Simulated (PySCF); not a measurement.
# Working out the ionisation energy of Ge²⁺

Ge²⁺ [Ar] 3d10 4s2 (1S) → Ge³⁺ [Ar] 3d10 4s1 (2S). Computed with PySCF 2.14 in def2-QZVPPD (12s7p5d4f1g, 95 functions), with the non-relativistic Hamiltonian (point nucleus). Frozen: [Ne]. Energies in hartree (1 hartree = 27.21139 eV):

```csv
part,Ge²⁺ (lower),Ge³⁺ (upper)
UHF,-2074.528882,-2073.363247
MP2 opposite-spin,-0.439838,-0.392500
MP2 same-spin,-0.219342,-0.205335
```

Q: What does Hartree-Fock give?

A: (-2073.363247) − (-2074.528882) = 1.165635 hartree = 31.719 eV.

Q: What do MP2 and SCS-MP2 (6/5 opposite-spin, 1/3 same-spin) give?

A: The opposite-spin parts differ by 1.288 eV and the same-spin parts by 0.381 eV. MP2: 31.719 + (1.288) + (0.381) = 33.388 eV. SCS-MP2: 31.719 + 1.2 × (1.288) + (0.381)/3 = 33.392 eV.

Measured between the centres of the two terms (NIST): 34.058 eV, so MP2 (valence and next inner shell) is off by -0.670 eV.

The calculation is non-relativistic.

What remains against the reference includes basis incompleteness, the frozen core and correlation beyond second order.
